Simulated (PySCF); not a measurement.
WOF + H₂O → WO(OH) + HF

Level: PBE0 in the def2-TZVP basis family, computed in PySCF with density fitting; scalar-relativistic core potentials for atoms from Rb on, none lighter, no spin–orbit coupling; open shells unrestricted.

```json
{"species": "WOF", "state and structure": "quartet, Cs, W–F 1.896 Å, W–O 1.694 Å; F–W–O 146.6°", "E (Eh)": "-242.08558", "ZPE (kJ/mol)": "10.9", "H(298 K) − H(0) (kJ/mol)": "12.1", "S° (J/(mol K))": "296.8"}
{"species": "H₂O", "state and structure": "singlet, C2v, O–H 0.960 Å (×2); H–O–H 105.1°", "E (Eh)": "-76.37736", "ZPE (kJ/mol)": "56.5", "H(298 K) − H(0) (kJ/mol)": "9.9", "S° (J/(mol K))": "188.7"}
{"species": "WO(OH)", "state and structure": "quartet, Cs, O–H 0.956 Å, W–O 1.702 Å, W–O 1.901 Å; H–O–W 143.9°, O–W–O 147.8°", "E (Eh)": "-218.06115", "ZPE (kJ/mol)": "40.7", "H(298 K) − H(0) (kJ/mol)": "13.2", "S° (J/(mol K))": "302.4"}
{"species": "HF", "state and structure": "singlet, C∞v, H–F 0.920 Å", "E (Eh)": "-100.39188", "ZPE (kJ/mol)": "24.9", "H(298 K) − H(0) (kJ/mol)": "8.7", "S° (J/(mol K))": "173.6"}
```

**Question.** What is the electronic reaction energy?

**Answer.** At PBE0/def2-TZVP, ΔE = 26.0 kJ/mol from the differences of the total energies times 2625.5, uphill. 

**Question.** Add zero-point, thermal and entropy terms for 298.15 K and 1 bar.

**Answer.** ΔZPE = -1.8 and Δ[H(298) − H(0)] = -0.1 kJ/mol give ΔH° = 24.1 kJ/mol. ΔS° = -9.5 J/(mol K), so ΔG° = 24.1 − 298.15 × (-0.0095) = 27 kJ/mol and log₁₀K = -4.7.

Spin–orbit coupling can matter for WOF, WO(OH) and is left out. Open d or f shells are single determinants, so the state found may not be the ground state. The structures come from searches over a few start shapes, so lower isomers are not excluded.
